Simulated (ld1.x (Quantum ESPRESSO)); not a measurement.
Bi: what ld1.x (Quantum ESPRESSO) 7.5 does with a changed input

Command:

```bash
ld1.x < Bi.in > Bi.out
```

Input:

```
&input
   title='Bi', zed=83., rel=1, dft='WC', iswitch=3,
   config='[Xe] 4f14 5d10 6s2 6p3',
   nld=2, rlderiv=2.45, eminld=-3.0, emaxld=5.0, deld=0.02
 /
 &inputp
   pseudotype=3, lpaw=.true., tm=.true., lloc=-1, rcloc=1.70,
   nlcc=.true., new_core_ps=.true., rcore=1.25,
   which_augfun='PSQ', rmatch_augfun_nc=.true.,
   file_pseudopw='Bi.UPF', file_wfcaegen='ae.wfc', file_wfcncgen='nc.wfc', file_beta='beta', file_chi='chi', file_wfcusgen='us.wfc'
 /
4
6S  1  0   2.00   0.00  1.85  2.25  0.0
6S  1  0   0.00  -0.75  1.85  2.25  0.0
6P  2  1   3.00   0.00  1.70  2.10  0.0
6P  2  1   0.00   0.25  1.70  2.10  0.0
 &test
   configts(1)='6p3'
 /
```

This is an input that runs to its end, with one change: 6s left out of the test configuration. The unchanged file is no sound one. Note: ghost states, extra bound levels that the all-electron valence spectrum of the same l lacks: s at -60.7 eV, p at -21.3 eV, d at -11.7 eV. A true bound ghost makes a file unfit for plane-wave use.

How does the run end?

The program stops in the test that follows the generation: "new_paw_hamiltonian: negative rho".

```

     Required augmentation: PSQ   radius:    2.250000

     Q pseudized with Bessel functions
     Expected ecutrho=      93.3809 due to l1=  1   l2=  1

     Estimated PAW energy = -793.256889 Ryd

     ------------------- End of pseudopotential generation -------------------

     Computing logarithmic derivative in   2.45943

 %%%%%%%%%%%%%%%%%%%%%%%%%%%%%%%%%%%%%%%%%%%%%%%%%%%%%%%%%%%%%%%%%%%%%%%%%%%%%%
     Error in routine new_paw_hamiltonian (1):
     negative rho
 %%%%%%%%%%%%%%%%%%%%%%%%%%%%%%%%%%%%%%%%%%%%%%%%%%%%%%%%%%%%%%%%%%%%%%%%%%%%%%

     stopping ...
```
